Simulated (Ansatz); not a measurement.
**Cost against result**

The pair of Ag⁺ (SMILES [Ag+], atom 1) and CH5N (SMILES CN, atoms 2–8), both closed shells, in one local arrangement (a lower one may exist), relaxed at PBE0-D4/def2-TZVP:

```xyz
8
angstrom
Ag 0.2313 0.0359 -2.4536
C -0.5781 -0.0494 0.5726
N 0.6114 0.0501 -0.3056
H -0.2854 -0.0352 1.6237
H -1.1077 -0.9773 0.3651
H -1.2446 0.7892 0.3794
H 1.2496 -0.7130 -0.0967
H 1.1235 0.8999 -0.0849
```

Interaction energies are counterpoise-corrected; the time is that of the whole pair.

Program: Ansatz 0.2.0. Basis: as named in each row. Cores are frozen in the correlated methods. Filled d shells of the heavier atoms are correlated. Core potentials replace the inner electrons of the atoms past krypton. B3LYP uses VWN-RPA correlation. Extrapolation: Hartree–Fock as exp(−7.88 √X), correlation as X^−2.97.

Times are rough, for one single point on 4 threads of a shared host (Arm Neoverse N1).

The estimate by CCSD(T) at an estimated basis limit (MP2 extrapolated from triple and quadruple zeta, plus CCSD(T) − MP2 in triple zeta) is -2.172 eV.

| method | basis | time (s) | interaction energy (eV) | method less estimate |
| --- | --- | --- | --- | --- |
| SPW92 | def2-SVP | under 1 | -3.068 | -0.896 |
| PBE-D4 | def2-SVP | 1 | -2.526 | -0.355 |
| PBE0-D4 | def2-SVP | 1 | -2.294 | -0.123 |
| PBE-D4 | def2-TZVPPD | 2 | -2.458 | -0.286 |
| revPBE-D4 | def2-TZVPPD | 2 | -2.300 | -0.129 |
| BLYP-D4 | def2-TZVPPD | 3 | -2.431 | -0.259 |
| PBE0-D4 | def2-TZVPPD | 3 | -2.235 | -0.064 |
| HSE06-D4 | def2-TZVPPD | 4 | -2.233 | -0.062 |
| B3LYP-D4 | def2-TZVPPD | 4 | -2.274 | -0.102 |
| r2SCAN-D4 | def2-TZVPPD | 4 | -2.414 | -0.242 |
| wB97M-V | def2-SVP | 5 | -2.166 | 0.005 |
| CCSD(T) | def2-SVP | 6 | -1.938 | 0.234 |
| B2PLYP | def2-TZVPPD | 6 | -2.142 | 0.030 |
| wB97X-V | def2-TZVPPD | 9 | -2.124 | 0.047 |
| B97M-V | def2-TZVPPD | 11 | -2.250 | -0.078 |
| wB97M-V | def2-TZVPPD | 11 | -2.104 | 0.067 |
| MP2 | def2-QZVPPD | 19 | -2.200 | -0.028 |
| CCSD(T) | def2-TZVPPD | 170 | -2.024 | 0.147 |

T1 diagnostic: at most 0.015.
